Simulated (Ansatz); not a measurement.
Cu4Ag⁻. The state is a singlet with charge -1. Geometry PBE-D4/def2-SVPD, basis def2-TZVPD, Ansatz.

```xyz
5

Ag    0.839   -1.240    0.031
Cu   -1.297   -0.262    0.952
Cu    0.748    1.074   -0.973
Cu    0.784    0.880    1.444
Cu   -1.074   -0.452   -1.455
```

| run | HOMO (eV) | LUMO (eV) |
| --- | --- | --- |
| A | -1.72 | 2.52 |
| B | -0.41 | 0.89 |
| C | -0.15 | -0.08 |
| D | -0.32 | 0.86 |
| E | 0.01 | 0.27 |
| F | 0.07 | 0.17 |

In the def2 sets Ag takes a core potential; there is no spin–orbit coupling. No other spin state of charge -1 was run. Another isomer (singlet) lies 0.74 eV lower at PBE0-D4/def2-TZVPD; other spin states weren't run for this one.

Task: The runs used LDA (SPW92), PBE, PBE0, r2SCAN, r2SCAN0, ωB97X-V. Estimate which is which.

Result: A ωB97X-V (range-separated); B r2SCAN0 (25 % exact exchange); C LDA (SPW92) (0 % exact exchange); D PBE0 (25 % exact exchange); E r2SCAN (0 % exact exchange); F PBE (0 % exact exchange). Exact exchange lowers occupied and raises empty levels; among semilocal functionals meta-GGAs tend to open the gap a little, and such runs are hard to tell apart. The gap grows from 0.07 eV (LDA (SPW92)) to 4.23 eV (ωB97X-V). The restricted singlet is unstable towards broken spin symmetry in Hartree–Fock (as tested in another run); at ωB97X-V/def2-TZVPD, r2SCAN0-D4/def2-TZVPD, LDA (SPW92)/def2-TZVPD, PBE0-D4/def2-TZVPD and others this wasn't settled. At r2SCAN-D4/def2-TZVPD, PBE-D4/def2-TZVPD the highest occupied level of the charge -1 singlet lies above zero (up to 0.07 eV). The electron is either unbound and held by the finite basis, or the level is raised by self-interaction error.
